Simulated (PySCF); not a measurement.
C2H8BNO2, SMILES COCB(N)O.

The structure is a stationary point at B3LYP-D3(BJ)/def2-SVP. This is a generated structure with no PubChem entry under its InChIKey; it may be hypothetical. The values are those of a single conformer.

Level of theory: PySCF with PBE/def2-TZVP.

Symmetry labels are those of the subgroup Cs that the program uses (full group Cs).

Computed valence orbital energies around the gap with their symmetry:
```csv
orbital,symmetry,energy (eV)
HOMO−7,A',-10.67
HOMO−6,A",-9.57
HOMO−5,A',-9.37
HOMO−4,A",-8.20
HOMO−3,A',-7.84
HOMO−2,A',-6.99
HOMO−1,A",-6.14
HOMO,A",-5.81
LUMO,A',0.05
LUMO+1,A',0.47
LUMO+2,A",0.88
LUMO+3,A',0.98
```
